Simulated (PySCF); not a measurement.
# Telling isomers of C4H14NOPSi2 apart by NMR

Method: shielding tensors at PBE0/pcSseg-1 (GIAO), GFN2-xTB structure, in PySCF 2.14 (one computed conformer, one averaged value for each set of equivalent atoms, isolated molecule, no relativistic terms).

References, each an isolated molecule treated in the same way: 1H (σ = 31.72 ppm), 13C (σ = 186.93 ppm) against TMS. Splittings of carbon signals by F and P are missing where no couplings were computed. Where no couplings were computed, multiplicities follow the n + 1 count of equivalent neighbours, and m marks all less simple cases (inequivalent or close neighbours, rings, F or P nearby). Shifts are as computed. Against solution values, carbons near 30 ppm lie about +3 ppm off and those near 130 ppm about +5 ppm (rms about the fit 2.1 ppm; single classes can miss by 10 ppm). Of 1328 compounds with measured shifts, 309 miss one by over three times the rms of a fit or turn the order of signals round; such compounds aren't used in these exercises. Signals without a measured value on file couldn't be tested in this way; 1H shifts scatter by 0.2 ppm about their fit, and single ones miss by 0.5 ppm.

(1) Tabulate the signals of `C=N[Si@H](P)O[Si](C)(C)C`, `C[C@H]1C[P@@](=O)(N([SiH3])[SiH3])C1` and their relative energies.

(2) What is the quickest way to tell C=N[Si@H](P)O[Si](C)(C)C from C[C@H]1C[P@@](=O)(N([SiH3])[SiH3])C1?

Results:

(1) 
```json
{"SMILES": "C=N[Si@H](P)O[Si](C)(C)C", "carbon types": "1×CH2 3×CH3", "δC": "172.5, 3.0", "δH": "8.73 (m, 1H), 8.58 (m, 1H), 5.90 (m, 1H), 1.31 (m, 2H), 0.13 (s, 9H)", "E rel. (kcal/mol)": "0.0"}
{"SMILES": "C[C@H]1C[P@@](=O)(N([SiH3])[SiH3])C1", "carbon types": "1×CH 2×CH2 1×CH3", "δC": "50.8, 25.6, 24.6", "δH": "4.64 (m, 6H), 2.64 (m, 2H), 2.50 (m, 1H), 2.07 (m, 2H), 1.28 (d, 3H)", "E rel. (kcal/mol)": "47.7"}
```

Energies are electronic energies at PBE0/pcSseg-1 on these geometries, without zero-point or thermal terms, each for the one conformer computed, which needn't be the lowest.

(2) Count the carbon signals: 2 against 3. The first has a C=N carbon (CH2) at 172.5 ppm, the second an sp3 CH2 bonded to P at 50.8 ppm. In the proton spectra the most deshielded non-exchanging signals are 8.73 (m, 1H) and 4.64 (m, 6H).
